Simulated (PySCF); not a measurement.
Basis-set dependence of excited states

Compound: lithium potassium, KLi.
SMILES with atom numbers: `[Li:1][K:2]`

TDDFT with PBE0 (PySCF), vertical singlets, core orbitals frozen in the response, spherical d and f functions. Isolated species at its PBE0-D3(BJ)/def2-SVP geometry, gas phase.

Task: Compare def2-SVP, def2-SVPD, 6-31G* and def2-TZVP for this molecule.

Result: 

```
    basis  functions  diffuse  S1 (eV)  S2 (eV)  S3 (eV)  S4 (eV)  S5 (eV)  LUMO (eV)  α (au)
 def2-SVP         33       no     1.72     2.60     2.60     2.78     3.21      -1.30   271.8
def2-SVPD         39      yes     1.70     2.15     2.16     2.39     2.64      -1.30   326.2
   6-31G*         46       no     1.74     2.18     2.18     2.50     2.79      -1.28   317.4
def2-TZVP         47       no     1.77     2.57     2.57     2.78     3.10      -1.27   271.3
```

States are compared by their number. Against the only diffuse basis here (def2-SVPD, itself not a converged limit), sets without diffuse functions differ by up to 0.07 eV in S1 and 0.57 eV in S5. State by state, the largest deviation of a set without diffuse functions is S1 0.07, S2 0.45, S3 0.44, S4 0.39, S5 0.57 eV. The same number needn't mean the same state in each row. Against def2-SVPD the polarisability deviates by -17% in def2-SVP, -3% in 6-31G*, -17% in def2-TZVP.
